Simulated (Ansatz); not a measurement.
`BB1CO1` + `[InH3]` → `[InH2][B]1CO1` + BH₃ at 500 K and 1 bar (formal exchange of groups at a B–B bond).

Isolated molecules relaxed with PBE0-D4/def2-TZVP in Ansatz; ΔE leaves out vibrations. CBS: MP2 limit from def2 TZ/QZ plus the TZ coupled-cluster correction, frozen cores. This one scheme is used for every species. def2 core potentials past Kr. For In outer-core shells are correlated without core-valence functions, which leaves a few kJ/mol of doubt a bond.

```json
{"species": "`BB1CO1`", "CCSD(T)/CBS energy (Eh)": "-165.17216", "H − E (kJ/mol)": "175.4", "S (J/(mol·K))": "330.9"}
{"species": "`[InH3]`", "CCSD(T)/CBS energy (Eh)": "-191.56739", "H − E (kJ/mol)": "65.2", "S (J/(mol·K))": "255.5"}
{"species": "`[InH2][B]1CO1`", "CCSD(T)/CBS energy (Eh)": "-330.19118", "H − E (kJ/mol)": "159.3", "S (J/(mol·K))": "384.3"}
{"species": "BH₃", "CCSD(T)/CBS energy (Eh)": "-26.55200", "H − E (kJ/mol)": "86.8", "S (J/(mol·K))": "208.8"}
```

H − E and S are ideal-gas, rigid-rotor, harmonic terms from PBE0-D4/def2-TZVP. 1 Eh = 2625.50 kJ/mol, R = 8.31446 J/(mol·K).

Task: By hand: ΔE, ΔH, ΔS and ΔG.

Result: ΔE = (-330.19118) + (-26.55200) − (-165.17216) − (-191.56739) = -0.00363 Eh = -9.5 kJ/mol. Δ(H − E) = 159.3 + 86.8 − 175.4 − 65.2 = 5.5, so ΔH = -4.0 kJ/mol. ΔS = 384.3 + 208.8 − 330.9 − 255.5 = 6.7 J/(mol·K). ΔG = -4.0 − 500 × (6.7)/1000 = -7.3 kJ/mol.

Task: By hand: the equilibrium constant, and the temperature at which ΔG would vanish if ΔH and ΔS stayed fixed.

Result: log₁₀ K = −ΔG/(RT ln 10) = 0.8. ΔH and −TΔS have one sign here, so there is no such temperature. One of them is within its doubt of zero, so this could turn.

TΔS isn't small against ΔH here. A doubt of 5 kJ/mol in ΔE shifts log₁₀ K by 0.5 here. These are equilibria of isolated gas molecules and say nothing of rates. Largest T1 diagnostic: 0.016 (customary marks: 0.02 for closed shells, 0.045 for open ones).
